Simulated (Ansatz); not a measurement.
ClH₄N₂Y (`[NH2][Y]([NH2])[Cl]`). Charge 0, multiplicity 1. Y takes the def2 core potential. All single points use the PBE0-D4/def2-TZVP geometry. It is one conformer, not always the lowest.

```xyz
8

N    -1.010   -0.070    1.554
Y     0.590    0.311    0.204
N     0.277   -0.312   -1.807
Cl    2.704    1.413    0.934
H    -1.895   -0.513    1.335
H    -1.040    0.153    2.542
H    -0.549   -0.765   -2.179
H     0.923   -0.216   -2.583
```

**Question.** What is the dipole moment at B3LYP/def2-TZVPP? (Estimate.)

**Answer.** Ansatz gave: 3.18 D, with components (-2.70, -1.40, -0.93) D in this frame, pointing from negative to positive charge.

**Question.** And with PBE, r2SCAN, ωB97M-V? (Best estimate.)

**Answer.** Computed: PBE 3.21 D, r2SCAN 3.23 D, ωB97M-V 3.13 D.

**Question.** Give the Mulliken charges with B3LYP, r2SCAN, PBE in def2-TZVPP. (An estimate is asked.)

**Answer.** Ansatz gave: 
```json
{"atom": "N1", "B3LYP": "-0.51", "r2SCAN": "-0.55", "PBE": "-0.48"}
{"atom": "Y2", "B3LYP": "0.97", "r2SCAN": "1.00", "PBE": "0.87"}
{"atom": "N3", "B3LYP": "-0.51", "r2SCAN": "-0.55", "PBE": "-0.48"}
{"atom": "Cl4", "B3LYP": "-0.38", "r2SCAN": "-0.39", "PBE": "-0.37"}
{"atom": "H5", "B3LYP": "0.11", "r2SCAN": "0.12", "PBE": "0.12"}
{"atom": "H6", "B3LYP": "0.11", "r2SCAN": "0.13", "PBE": "0.12"}
{"atom": "H7", "B3LYP": "0.11", "r2SCAN": "0.12", "PBE": "0.12"}
{"atom": "H8", "B3LYP": "0.11", "r2SCAN": "0.13", "PBE": "0.12"}
```

B3LYP here is the variant with VWN-RPA as its local correlation; programs differ in this.
